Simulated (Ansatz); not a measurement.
Consider the cleavage of the Si–B bond: `FB[SiH2]S` + `OCS` → `OCS[SiH2]S` + `BF`.

Computed with Ansatz on PBE0-D4/def2-TZVP structures; ΔE is electronic, products minus reactants. CBS: MP2 limit from def2 TZ/QZ plus the TZ coupled-cluster correction, frozen cores. This one scheme is used for every species. Functionals use def2-TZVPP. Each species was taken in one conformer, which may not be the lowest.

```
         level  ΔE (kcal/mol)
       ωB97M-V          -25.1
MP2/def2-TZVPP          -27.4
```

(1) What does CCSD(T)/CBS give? (Best estimate.)

Largest T1 diagnostic among the species: 0.014.

Results:

(1) Computed: -25.0 kcal/mol. The listed levels differ from it by -0.1, -2.4 kcal/mol.

The D4 term adds −2.9 kcal/mol with B3LYP and −1.6 kcal/mol with PBE0; it sums over pairs of atoms, weighted by their polarisabilities, and B3LYP, whose exchange is more repulsive, gets the larger term. In def2-TZVPP, CCSD(T) changes the Hartree–Fock value by −2.2 kcal/mol (the triples alone add −1.0 kcal/mol) and MP2 by −5.4 kcal/mol.

B3LYP here is the variant with VWN-RPA as its local correlation; programs differ in this.
